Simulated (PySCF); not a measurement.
Species: C8H14O2.
Atom-mapped SMILES: `[CH3:1][C:2](=[O:3])[O:4][CH:5]1[CH2:6][CH2:7][CH2:8][CH2:9][CH2:10]1`

Cartesian coordinates in Å at the PBE0-D3(BJ)/def2-SVP level; atoms count from 1:
```
atom  x, y, z in Å
C1     3.8046    0.1857    0.2374
C2     2.4566    0.0966   -0.4180
O3     2.2636   -0.1030   -1.5888
O4     1.4771    0.2759    0.4786
C5     0.1286    0.2231    0.0024
C6    -0.7164    1.0612    0.9438
C7    -2.1897    1.0008    0.5538
C8    -2.6895   -0.4389    0.4846
C9    -1.8299   -1.2756   -0.4572
C10   -0.3560   -1.2171   -0.0681
H11    4.5892    0.0267   -0.5102
H12    3.9247    1.1715    0.7094
H13    3.8817   -0.5667    1.0354
H14    0.1094    0.6538   -1.0129
H15   -0.5797    0.6756    1.9690
H16   -0.3466    2.0985    0.9420
H17   -2.3248    1.4799   -0.4325
H18   -2.7913    1.5875    1.2657
H19   -3.7444   -0.4640    0.1678
H20   -2.6573   -0.8826    1.4961
H21   -1.9475   -0.8993   -1.4891
H22   -2.1736   -2.3219   -0.4716
H23    0.2623   -1.7726   -0.7890
H24   -0.2069   -1.6800    0.9232
```

Definitions: NICS(0) = −σiso at the ring centroid; NICS(1) = −σiso and NICS(1)zz = −σzz at ±1 Å along the ring normal z. Level: GIAO PBE0/pcSseg-1 (PySCF, non-relativistic, gas phase) on the PBE0-D3(BJ)/def2-SVP geometry, one conformer.

Ring bond lengths (Å), with Mayer bond orders in brackets: C5–C6 1.517 (1.01), C6–C7 1.525 (1.03), C7–C8 1.526 (1.03), C8–C9 1.525 (1.03), C9–C10 1.525 (1.04), C10–C5 1.521 (1.02).

Task: What do the NICS probes read (ppm)?

Result: 
```
              ring                                            type  NICS(0)  NICS(1), two faces  NICS(1)zz, two faces  rms pucker (Å)  centre to ring atoms, mean (Å)
C5–C6–C7–C8–C9–C10  6-membered carbocycle; formal bonds all single     -3.4         -3.2 / -2.3             1.7 / 3.0            0.23                            1.47
```

Task: What do they say, and how far can they be read as aromaticity?

Result: 
- C5–C6–C7–C8–C9–C10: mean NICS(1)zz 2.3 ppm, near zero. C5, C6, C7, C8, C9, C10 have four or more neighbours; no verdict on aromaticity is drawn.

Task: Give the inner angles of the rings and the Hirshfeld charges of the ring atoms.

Result: 
- C5–C6–C7–C8–C9–C10: C5 112.0° (+0.044 e), C6 110.9° (-0.076 e), C7 111.4° (-0.065 e), C8 111.2° (-0.067 e), C9 111.5° (-0.064 e), C10 110.9° (-0.079 e); sum 667.8° against 720° for a flat convex ring.
